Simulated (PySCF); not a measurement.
CH₁₀N₂Si₂.

```xyz
15

N     -2.6273    -0.7623     0.0616
C     -2.0938     0.5771     0.3439
Si    -0.3686     0.9280    -0.4147
Si     1.2613    -0.5612     0.4265
N      2.8427    -0.4775    -0.3112
H     -2.0009    -1.4835     0.4204
H     -2.6831    -0.9177    -0.9457
H     -2.8129     1.3321    -0.0192
H     -2.0517     0.7229     1.4374
H     -0.4694     0.7352    -1.8990
H      0.0721     2.3435    -0.1814
H      1.4302    -0.3062     1.8902
H      0.7505    -1.9570     0.2475
H      2.9254    -0.7477    -1.2882
H      3.3978     0.3580    -0.1435
```
Charge 0, spin multiplicity 1.

Geometry: B3LYP-D3(BJ)/def2-SVP. The structure was generated by enumeration, and PubChem lists no compound with its InChIKey, so it may never have been made. The values are those of a single conformer.

The numbers are results of PBE0/pcSseg-1 in PySCF, not measurements. Non-relativistic, no solvent.

**Question.** Give the absolute GIAO shielding of each atom: isotropic value and principal components (ppm). (The exact figures need the calculation; the answer reports its results.)

**Answer.** 
| atom | σ(iso) | σ11 | σ22 | σ33 | span |
|---|---|---|---|---|---|
| N1 | 233.2 | 194.3 | 241.1 | 264.1 | 69.8 |
| C2 | 157.4 | 131.7 | 147.2 | 193.2 | 61.5 |
| Si3 | 423.6 | 387.6 | 408.8 | 474.4 | 86.8 |
| Si4 | 398.7 | 331.4 | 386.9 | 477.9 | 146.5 |
| N5 | 272.9 | 233.9 | 254.7 | 330.1 | 96.1 |
| H6 | 31.5 | 25.0 | 30.1 | 39.6 | 14.6 |
| H7 | 31.3 | 25.2 | 29.1 | 39.6 | 14.3 |
| H8 | 28.7 | 23.5 | 28.0 | 34.6 | 11.0 |
| H9 | 29.0 | 24.7 | 28.2 | 34.0 | 9.3 |
| H10 | 27.9 | 25.1 | 26.6 | 32.0 | 7.0 |
| H11 | 27.5 | 24.3 | 25.6 | 32.6 | 8.4 |
| H12 | 26.3 | 22.4 | 26.0 | 30.3 | 7.9 |
| H13 | 26.2 | 21.8 | 26.8 | 30.0 | 8.2 |
| H14 | 31.9 | 24.0 | 28.3 | 43.5 | 19.5 |
| H15 | 31.8 | 24.1 | 28.1 | 43.3 | 19.3 |
